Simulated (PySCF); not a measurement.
C3H5BF2. Atoms are numbered in the order given.

```xyz
11

C      1.4313     1.2190     0.0000
C      0.1676     0.7571     0.0000
C     -1.0342     1.6686     0.0000
B     -0.0567    -0.7815     0.0000
F     -1.2787    -1.2979     0.0000
F      0.9497    -1.6453     0.0000
H      1.6574     2.2917     0.0000
H      2.2861     0.5365     0.0000
H     -1.6714     1.4844    -0.8814
H     -1.6714     1.4844     0.8814
H     -0.7448     2.7305     0.0000
```

Coordinates come from a B3LYP-D3(BJ)/def2-SVP optimisation. One conformer was computed; it need not be the lowest.

Method: PBE/pcSseg-1 (PySCF).

GIAO shieldings, no solvent; atoms listed in one row are averaged. δ = σ(ref) − σ: ¹³C against TMS (σ = 182.0 ppm); ¹¹B against BF3 (σ = 83.9 ppm); ¹⁹F against CFCl3 (σ = 133.6 ppm); ¹H against TMS (σ = 31.49 ppm), references at their B3LYP-D3(BJ)/def2-TZVP geometries, non-relativistic.

Computed chemical shifts:
| nucleus | atoms | count | δ (ppm) |
|---|---|---|---|
| ¹³C | C1 | 1 | 148.0 |
| ¹³C | C2 | 1 | 144.8 |
| ¹³C | C3 | 1 | 26.8 |
| ¹¹B | B4 | 1 | 11.5 |
| ¹⁹F | F5 | 1 | -101.8 |
| ¹⁹F | F6 | 1 | -113.7 |
| ¹H | H8 | 1 | 6.76 |
| ¹H | H7 | 1 | 6.56 |
| ¹H | H9, H10, H11 | 3 | 2.24 |
